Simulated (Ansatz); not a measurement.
Ansatz (a first-principles code) input (CCSD(T)/def2-SVPD):

Ansatz 0.2 input:
```yaml
crystal:
  periodic: [false, false, false]
  atoms:
    - {symbol: Mo, position_ang: [0.00647517, -0.00620018, -0.06176619]}
    - {symbol: H, position_ang: [-0.45393104, -0.78603789, 1.30334400]}
    - {symbol: H, position_ang: [-0.75473259, 0.85253707, 1.10732733]}
    - {symbol: H, position_ang: [-0.51341346, -1.59752640, -0.28254492]}
    - {symbol: H, position_ang: [-1.02821628, 1.20679091, -0.61801505]}
    - {symbol: H, position_ang: [0.81686423, 0.30866156, 1.32667834]}
    - {symbol: H, position_ang: [1.66147220, 0.27598242, -0.24260968]}
basis:
  gaussian:
    orbitals: def2-SVPD
magnetization: {spin_polarized: false}
correlation: {method: ccsd_t, electrons: outside_noble_gas}
output: {forces: true}
```

Output:

```
Functional definition: HF
integrals: 0.07 GiB planned
804 factors; integrals over basis functions are off by at most 1.3e-3 eV
mean field: 0.17 GiB planned
mean field evaluation 1: about -1925.6435 eV, gradient 1.6e1 eV
mean field evaluation 2: about -1925.6435 eV, gradient 1.6e1 eV
mean field evaluation 4: about -1926.5415 eV, gradient 2.6e0 eV
mean field evaluation 8: about -1926.5805 eV, gradient 1.6e-1 eV
mean field evaluation 16: about -1926.5700 eV, gradient 1.4e0 eV
mean field -1926.58102889 eV, -70.8005469282 hartree, gradient 2.7e-6 eV, S^2 0.000000; 0 other end points of the search recorded, 0 dependent functions left out
4 core orbitals not correlated
reference -1926.58102889 eV, -70.8005469282 hartree; 6, 6 occupied and 72, 72 virtual orbitals, 804 factors
densities: 0.32 GiB planned
second order -8.04061372 eV of doubles, -0.00000000 eV of singles
coupled cluster: 0.22 GiB planned
cycle   1  -8.01359924 eV  change    2.7e-2 eV  update   1.3e-1
cycle   2  -8.45700982 eV  change   -4.4e-1 eV  update   4.7e-2
cycle   3  -8.62380418 eV  change   -1.7e-1 eV  update   3.2e-2
cycle   4  -8.62278370 eV  change    1.0e-3 eV  update   1.1e-2
cycle   5  -8.62122978 eV  change    1.6e-3 eV  update   4.0e-3
cycle   6  -8.62031777 eV  change    9.1e-4 eV  update   9.0e-4
cycle   7  -8.62027477 eV  change    4.3e-5 eV  update   2.6e-4
cycle   8  -8.62040945 eV  change   -1.3e-4 eV  update   1.2e-4
cycle   9  -8.62033317 eV  change    7.6e-5 eV  update   5.1e-5
cycle  10  -8.62033462 eV  change   -1.4e-6 eV  update   2.0e-5
cycle  11  -8.62034973 eV  change   -1.5e-5 eV  update   7.7e-6
cycle  12  -8.62034673 eV  change    3.0e-6 eV  update   2.9e-6
perturbative correction -0.40222447 eV, -0.0147814767 hartree
the calculation of the forces begins
Total energy: -1935.60360010 eV, -71.1321203043 hartree
Atom 0 at     0.006475    -0.006200    -0.061766 Å, force     0.048125    -0.046082    -0.459064 eV/Å
Atom 1 at    -0.453931    -0.786038     1.303344 Å, force     0.008894     0.060807     0.087049 eV/Å
Atom 2 at    -0.754733     0.852537     1.107327 Å, force     0.025976    -0.032248     0.098181 eV/Å
Atom 3 at    -0.513413    -1.597526    -0.282545 Å, force    -0.026661    -0.050309     0.066280 eV/Å
Atom 4 at    -1.028216     1.206791    -0.618015 Å, force    -0.045349     0.051491     0.054102 eV/Å
Atom 5 at     0.816864     0.308662     1.326678 Å, force    -0.063275    -0.001361     0.085724 eV/Å
Atom 6 at     1.661472     0.275982    -0.242610 Å, force     0.052290     0.017701     0.067729 eV/Å
Dipole moment:     0.039160    -0.037497    -0.373548 e Å
```
